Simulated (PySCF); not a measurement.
Start geometry of `O=C(Br)C1CC1` from GFN2-xTB (Å):
```
atom  x, y, z in Å
O1     1.905   -1.699    0.842
C2     1.282   -0.900    0.231
Br3    2.105   -0.168   -1.418
C4    -0.038   -0.361    0.524
C5    -0.401    1.077    0.218
C6    -1.020   -0.011   -0.573
H7    -0.439   -0.795    1.434
H8     0.350    1.691   -0.255
H9    -0.990    1.592    0.960
H10   -2.051   -0.274   -0.395
H11   -0.698   -0.150   -1.594
```

What comes out of this run: PBE0-D3(BJ)/def2-SVP geometry optimisation, gas phase (PySCF 2.14.0)?

```
atom  x, y, z in Å
O1     2.291   -1.381    0.690
C2     1.695   -0.588    0.049
Br3    2.528    0.136   -1.606
C4     0.355   -0.048    0.343
C5    -0.022    1.384    0.040
C6    -0.636    0.291   -0.748
H7    -0.035   -0.492    1.263
H8     0.738    1.998   -0.448
H9    -0.614    1.892    0.805
H10   -1.673    0.006   -0.554
H11   -0.297    0.153   -1.778
```

The energy falls by 3.0 kJ/mol over 5 energy and gradient evaluations, the largest force component goes from 0.0152 to 2.7e-04 Eh/bohr, and the atoms move by 0.019 Å rms after alignment. The bond that changes most is C2–C4 (acyl halide carbon to sp3 carbon next to a carbonyl), which lengthens by 0.020 Å. Bonds longer at the end by more than 0.005 Å: 7 of 11; shorter: 0. Rotational constants go from 3591, 1838, 1342 to 3584, 1795, 1318 MHz. The orientation of the end geometry is arbitrary; only internal coordinates are fixed.

The run used 127 basis functions and 34 SCF cycles in all.

No frequency check. One conformer, not necessarily the lowest.
